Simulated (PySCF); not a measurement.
C₅H₆O₂, SMILES Cc1coc(O)c1. Heavy atoms are numbered as in [CH3:1][c:2]1[cH:3][o:4][c:5]([OH:6])[cH:7]1. Hydrogens are named by the atom that carries them.

Geometry optimised at TPSSh-D3(BJ)/def2-SVP. Other conformers were not sampled.

The numbers are results of r2SCAN/def2-TZVP (PySCF), not measurements.

ESP charges are fitted to the potential on shells at 1.4 to 2.0 van der Waals radii. Atomic charges (e), one atom of each kind:

| atom | ESP fit | IAO | Mulliken | Löwdin |
|---|---|---|---|---|
| C1 (CH3) | -0.69 | -0.43 | -0.36 | -0.26 |
| C2 | 0.55 | (withheld) | 0.12 | -0.22 |
| C3 (CH) | -0.50 | (withheld) | -0.09 | -0.23 |
| O4 | -0.05 | -0.25 | -0.22 | 0.35 |
| C5 | 0.47 | (withheld) | 0.38 | -0.41 |
| O6 (OH) | -0.55 | (withheld) | -0.39 | 0.10 |
| C7 (CH) | -0.73 | -0.33 | -0.37 | -0.19 |
| H on C1 | 0.19 | (withheld) | 0.12 | 0.13 |
| H on C3 | 0.25 | 0.17 | 0.14 | 0.13 |
| H on O6 | 0.44 | 0.39 | 0.33 | 0.21 |
| H on C7 | 0.25 | 0.15 | 0.12 | 0.14 |

Question: Complete the blanks. (An estimate is asked for; the answer gives what the named calculation found.)

Answer: 
- C2, IAO: -0.03
- C3 (CH), IAO: -0.05
- C5, IAO: 0.38
- O6 (OH), IAO: -0.46
- H on C1, IAO: 0.15

Computed Mayer and Wiberg (Löwdin basis) orders of the bonds:
```json
[
 {"bond": "C1–C2", "Mayer": "0.90", "Wiberg": "1.26"},
 {"bond": "C2–C3", "Mayer": "1.65", "Wiberg": "1.73"},
 {"bond": "C3–O4", "Mayer": "1.02", "Wiberg": "1.47"},
 {"bond": "O4–C5", "Mayer": "1.14", "Wiberg": "1.58"},
 {"bond": "C5–O6", "Mayer": "1.17", "Wiberg": "1.75"},
 {"bond": "C2–C7", "Mayer": "1.15", "Wiberg": "1.31"},
 {"bond": "C5–C7", "Mayer": "1.59", "Wiberg": "1.70"}
]
```
